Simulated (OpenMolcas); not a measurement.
# Ce3+ in a point-charge field

Ce3+ among 8 point charges of -0.5 e arranged as a square antiprism (D4d), 2.46 Å from the ion, with a polar angle of 58.4° against the regular 57.3°.

```json
{
  "Program": "OpenMolcas",
  "Method": "CASSCF",
  "Basis": "ANO-RCC-VTZP [8s7p5d3f2g1h]",
  "Scalar Hamiltonian": "DKH2, point nucleus",
  "Active space": "1 electron in 7 orbitals (4f)",
  "State averaging": "2S+1 = 2 odd, 7 roots",
  "Spin-orbit coupling": "state interaction with AMFI integrals over the reference wave functions"
}
```

The lowest spin-free states, above the lowest:

| State | Degeneracy | E (cm-1) | Free-ion L (%) |
| --- | --- | --- | --- |
| 2S+1 = 2 | 1 | 0.0 | F (100) |
| 2S+1 = 2 | 2 | 65.3 | F (100) |
| 2S+1 = 2 | 2 | 343.6 | F (100) |
| 2S+1 = 2 | 2 | 399.1 | F (100) |

The lowest levels with spin-orbit coupling:

| E (cm-1) | Degeneracy | 2S+1 | J | |mJ| (%) | g |
| --- | --- | --- | --- | --- | --- |
| 0.0 | 2 | 2 | 2.50 | 1/2 (100) | 0.88 2.56 2.56 |
| 217.8 | 2 | 2 | 2.50 | 3/2 (100) | 0.00 0.00 2.67 |
| 351.0 | 2 | 2 | 2.50 | 5/2 (100) | 0.00 0.00 4.30 |
| 2404 | 2 | 2 | 3.50 | 1/2 (100) | 1.12 4.56 4.56 |
| 2528 | 2 | 2 | 3.50 | 3/2 (100) | 0.00 0.00 3.33 |
| 2730 | 2 | 2 | 3.50 | 5/2 (100) | 0.00 0.00 5.70 |
| 2777 | 2 | 2 | 3.50 | 7/2 (100) | 0.00 0.00 8.00 |

Powder χT (cm3 K/mol): 0.437 at 2 K, 0.456 at 10 K, 0.549 at 50 K, 0.646 at 100 K, 0.746 at 200 K, 0.783 at 300 K. The effective moment at 300 K is 2.828 √(χT) = 2.50 μB.

Hund's rules give f1 the level 2F5/2 with g = 0.857, so an isolated free-ion multiplet has χT = g² J(J+1) / 8 = 0.804 cm3 K/mol. The computed 0.783 at 300 K differs by -3 %, through the field's splitting, the mixing of terms and any other multiplet in reach.

Stevens parameters of the J = 5/2 multiplet, which is 351 cm-1 wide (cm-1, z along the main axis): B20 = 1.830e+01, B40 = -3.600e-01.

This is an electrostatic model: the charges have no orbitals. An unlabelled pair can be two single states that coincide in this model. No measured value stands beside these numbers.

A state without a sure symmetry label is named by its multiplicity alone.
